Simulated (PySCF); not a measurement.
AgP: one state, many levels of theory

State: ³Σ⁻ (triplet), unpaired electrons π ↑↑. Set-up: Ag x2c-TZVPPall, P x2c-TZVPPall; spin-free X2C with a Gaussian nucleus (PySCF 2.14). De refers to Ag (4d10 5s1) + P in their high-spin ground configurations, without counterpoise correction. The functionals are run spin-unrestricted. A positive dipole means Ag(−)P(+). Levels whose curve was spin-contaminated or gave no clean fit are not listed.

| Level | Re (Å) | ωe (cm⁻¹) | De (eV) | μ (D) |
| --- | --- | --- | --- | --- |
| UHF | 2.494 | 244 | n/a | -4.81 |
| UHF-MP2 | 2.295 | 312 | n/a | n/a |
| UHF-SCS-MP2 | 2.333 | 298 | n/a | n/a |
| PBE | 2.319 | 306 | 1.96 | -2.28 |
| TPSS | 2.327 | 303 | 1.90 | -2.65 |
| r²SCAN | 2.309 | 314 | 1.87 | -2.78 |
| PBE0 | 2.339 | 302 | 1.70 | -3.01 |
| r²SCAN0 | 2.328 | 308 | 1.65 | -3.28 |
| M06 | 2.362 | 299 | 1.80 | -2.57 |
| BHandHLYP | 2.383 | 289 | 1.42 | -3.41 |
| ωB97M-V | 2.350 | 304 | 1.75 | -3.46 |

Task: What does a quarter of exact exchange do here, going from PBE to PBE0?

Result: PBE0 less PBE: +2.0 pm in Re, -1.3 % in ωe, -0.26 eV in De. Exact exchange removes part of the self-interaction that spreads semilocal densities, and in most molecules shortens and stiffens the bond and lowers De; here Re and ωe go the other way.

Task: What does the step from GGA to meta-GGA do here, going from PBE to r²SCAN?

Result: r²SCAN less PBE: -1.0 pm in Re, +2.6 % in ωe, -0.09 eV in De. 

Task: What does a quarter of exact exchange do here, going from r²SCAN to r²SCAN0?

Result: r²SCAN0 less r²SCAN: +1.9 pm in Re, -1.9 % in ωe, -0.22 eV in De. Exact exchange removes part of the self-interaction that spreads semilocal densities, and in most molecules shortens and stiffens the bond and lowers De; here Re and ωe go the other way.

Correlated steps freeze 19 core orbitals. These are scalar-relativistic numbers at best; spin–orbit coupling would shift them, the dissociation energy most. The state is the lowest single determinant that the PBE0 search found; with open d or f shells the true ground state can be another one.

The whole job (state search and all levels along the bond) took about 22 min on 2 threads of Arm Neoverse V1 (shared host), peak memory 7.1 GiB.
